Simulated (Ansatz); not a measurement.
The cluster NbTe₂⁺. The state is a singlet with charge 1. Geometry r2SCAN-D4/def2-TZVP; atoms count from 1.

```xyz
3

Nb    0.8248    0.0594    0.5375
Te    0.5987   -0.8670   -1.7278
Te   -1.4235    0.8077    1.1903
```

In the def2 sets Nb, Te take a core potential; there is no spin–orbit coupling. At PBE0-D4/def2-TZVP a triplet of charge 1 lies 0.14 eV below the restricted singlet, each at its own geometry. The structure comes from a short search, and lower isomers may exist.

**Question.** Estimate the Mulliken populations from the PBE0/def2-TZVP orbitals of Ansatz.

**Answer.** 
```
atom  charge (e)  d electrons
 Nb1        0.75         3.59
 Te2        0.13            –
 Te3        0.13            –
```
Mulliken values and Mayer orders depend strongly on the basis.

**Question.** And the Mayer bond orders between bonded heavy atoms (over 0.3)?

**Answer.** Nb1–Te2 2.53 (2.46 Å); Nb1–Te3 2.53 (2.46 Å).
